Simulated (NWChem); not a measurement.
System: C2H3ClGeO; SMILES C1=[CH][Ge@@H]([O]1)[Cl]

NWChem printed, in part:

```
             Northwest Computational Chemistry Package (NWChem) 7.3.0
             --------------------------------------------------------

                             Geometry "geometry" -> ""
                             -------------------------

 Output coordinates in angstroms (scale by  1.889725989 to convert to a.u.)

  No.       Tag          Charge          X              Y              Z
 ---- ---------------- ---------- -------------- -------------- --------------
    1 Cl                  17.0000     0.33009800     1.93362300    -0.36464000
    2 Ge                  32.0000    -0.35260400     0.00113600     0.33412900
    3 C                    6.0000    -0.60666200    -1.44980600    -0.90736000
    4 C                    6.0000     0.53846000    -1.97392700    -0.37992700
    5 O                    8.0000     1.12103500    -1.19494700     0.57711900
    6 H                    1.0000    -1.12177800     0.24004200     1.65784500
    7 H                    1.0000    -1.29531600    -1.81989500    -1.67281700
    8 H                    1.0000     1.05420200    -2.92514400    -0.61489000

 Effective nuclear repulsion energy (a.u.)     439.5418066916

                              NWChem Property Module
                              ----------------------

  itol2e modified to match energy
  convergence criterion.

                                 NWChem DFT Module
                                 -----------------

 Summary of "ao basis" -> "ao basis" (spherical)
 ------------------------------------------------------------------------------
       Tag                 Description            Shells   Functions and Types
 ---------------- ------------------------------  ------  ---------------------
 Cl                         def2-svp                 8       18   4s3p1d
 Ge                         def2-svp                12       32   5s4p3d
 C                          def2-svp                 6       14   3s2p1d
 O                          def2-svp                 6       14   3s2p1d
 H                          def2-svp                 3        5   2s1p

  itol2e modified to match energy
  convergence criterion.

            General Information
            -------------------
          SCF calculation type: DFT
          Wavefunction type:  closed shell.
          No. of atoms     :     8
          No. of electrons :    72
           Alpha electrons :    36
            Beta electrons :    36
          Charge           :     0
          Spin multiplicity:     1
          Use of symmetry is: off; symmetry adaption is: off
          Maximum number of iterations: 150
          AO basis - number of functions:   107
                     number of shells:    47
          Convergence on energy requested:  1.00D-07
          Convergence on density requested:  1.00D-05
          Convergence on gradient requested:  5.00D-04

              XC Information
              --------------
                         PBE0 Method XC Functional
                     Hartree-Fock (Exact) Exchange  0.250
          PerdewBurkeErnzerhof Exchange Functional  0.750
            Perdew 1991 LDA Correlation Functional  1.000 local
           PerdewBurkeErnz. Correlation Functional  1.000 non-local

             Grid Information
             ----------------
          Grid used for XC integration:  fine
          Radial quadrature: Mura-Knowles
          Angular quadrature: Lebedev.
          Tag              B.-S. Rad. Rad. Pts. Rad. Cut. Ang. Pts.
          ---              ---------- --------- --------- ---------
          Cl                  1.00      123          12.0       770
          Ge                  1.25      140          10.0       974
          C                   0.70       70          10.0       590
          O                   0.60       70          10.0       590
          H                   0.35       60          12.0       590
          Grid pruning is: on
          Number of quadrature shells:   653
          Spatial weights used:  Erf1

      Superposition of Atomic Density Guess
      -------------------------------------

[...]

          -----------------------
          Electric field gradient
          -----------------------

 1 a.u. = 0.324123 10**(16) esu/cm**3  ( or statvolts/cm**2 ) = 0.97174 10**(22) v/m**2

 ------------------------------------------------------------
   Atom      X         Y         Z
 ------------------------------------------------------------
    1 Cl   0.62379   3.65402  -0.68907
 ------------------------------------------------------------

 Electric field gradient in molecular frame (a.u.)
         XX             YY             ZZ             XY             XZ             YZ
 ------------------------------------------------------------------------------------------
        0.701530      -1.606773       0.905244      -0.969005       0.254193       1.058626

 Principal components (a.u.) and orientation
 of principal axis w.r.t. absolute frame                      Asymmetry parameter eta
 --------------------------------------------------------------------------------------
       -2.322620       1.319479       1.003141                       0.136199

        0.313434      -0.281762       0.906846
        0.894738       0.407546      -0.182622
       -0.318125       0.868629       0.379841

 ------------------------------------------------------------
   Atom      X         Y         Z
 ------------------------------------------------------------
    2 Ge  -0.66632   0.00215   0.63141
 ------------------------------------------------------------

 Electric field gradient in molecular frame (a.u.)
         XX             YY             ZZ             XY             XZ             YZ
 ------------------------------------------------------------------------------------------
       -0.799327      -0.287314       1.086642       0.285598      -0.577219       1.072319

 Principal components (a.u.) and orientation
 of principal axis w.r.t. absolute frame                      Asymmetry parameter eta
 --------------------------------------------------------------------------------------
        1.729497      -1.386647      -0.342850                       0.603527

       -0.150696      -0.694558       0.703477
        0.447376       0.586653       0.675050
        0.881558      -0.416446      -0.222322

 ------------------------------------------------------------
   Atom      X         Y         Z
 ------------------------------------------------------------
    3 C   -1.14642  -2.73974  -1.71466
 ------------------------------------------------------------

 Electric field gradient in molecular frame (a.u.)
         XX             YY             ZZ             XY             XZ             YZ
 ------------------------------------------------------------------------------------------
        0.059149      -0.062457       0.003307       0.017903       0.024168      -0.065933

 Principal components (a.u.) and orientation
 of principal axis w.r.t. absolute frame                      Asymmetry parameter eta
 --------------------------------------------------------------------------------------
       -0.107947       0.068722       0.039225                       0.273256

       -0.165694       0.901359      -0.400122
        0.832180      -0.089916      -0.547167
        0.529171       0.423636       0.735194

 ------------------------------------------------------------
   Atom      X         Y         Z
 ------------------------------------------------------------
    4 C    1.01754  -3.73018  -0.71796
 ------------------------------------------------------------

 Electric field gradient in molecular frame (a.u.)
         XX             YY             ZZ             XY             XZ             YZ
 ------------------------------------------------------------------------------------------
        0.109881       0.036997      -0.146878      -0.223508       0.146342       0.021474

 Principal components (a.u.) and orientation
 of principal axis w.r.t. absolute frame                      Asymmetry parameter eta
 --------------------------------------------------------------------------------------
        0.321430      -0.269586      -0.051845                       0.677412

        0.775692      -0.537355       0.330987
       -0.593292      -0.442054       0.672751
        0.215192       0.718219       0.661706

 ------------------------------------------------------------
   Atom      X         Y         Z
 ------------------------------------------------------------
    5 O    2.11845  -2.25812   1.09060
 ------------------------------------------------------------

 Electric field gradient in molecular frame (a.u.)
         XX             YY             ZZ             XY             XZ             YZ
 ------------------------------------------------------------------------------------------
        0.346158      -0.476189       0.130031       0.112470      -0.405861      -1.030104

 Principal components (a.u.) and orientation
 of principal axis w.r.t. absolute frame                      Asymmetry parameter eta
 --------------------------------------------------------------------------------------
       -1.262097       1.105986       0.156111                       0.752616

        0.099081      -0.463393       0.880596
        0.785876      -0.506400      -0.354905
        0.610395       0.727204       0.313995

 ------------------------------------------------------------
   Atom      X         Y         Z
 ------------------------------------------------------------
    6 H   -2.11985   0.45361   3.13287
 ------------------------------------------------------------

 Electric field gradient in molecular frame (a.u.)
         XX             YY             ZZ             XY             XZ             YZ
 ------------------------------------------------------------------------------------------
        0.015193       0.061017      -0.076210       0.016145       0.082287      -0.026310

[...]
```

Level: PBE0/def2-SVP. The geometry was optimised at PBE-D3(BJ)/def2-SVP. NWChem prints the field gradient with the sign opposite to the second derivative of the potential.

Question: Reconstruct the input file.

Answer: This is not unique; one that fits is the input that was run:
```
start job
memory heap 200 mb stack 900 mb global 1100 mb
geometry units angstroms noautosym nocenter noautoz
  Cl     0.330098     1.933623    -0.364640
  Ge    -0.352604     0.001136     0.334129
  C     -0.606662    -1.449806    -0.907360
  C      0.538460    -1.973927    -0.379927
  O      1.121035    -1.194947     0.577119
  H     -1.121778     0.240042     1.657845
  H     -1.295316    -1.819895    -1.672817
  H      1.054202    -2.925144    -0.614890
end
basis spherical
  * library def2-svp
end
dft
  xc pbe0
  iterations 150
end
property
  efieldgrad
end
task dft property
```
